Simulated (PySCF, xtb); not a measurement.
Te(OH)2 (H2O2Te), SMILES O[Te]O.

GFN2-xTB (xtb) at its own geometry gives an orbital gap of 3.91 eV and a dipole moment of 0.56 D.

The structure is a stationary point at PBE-D3(BJ)/def2-TZVP. The def2 effective core potentials stand for the cores of Te; spin–orbit coupling is left out. The values are those of a single conformer.

**Question.** What does B3LYP/def2-TZVPD (PySCF) give? (The exact figures need the calculation; the answer reports its results.)

**Answer.** gap 4.14 eV (levels -6.15 and -2.00 eV), dipole 0.89 D.
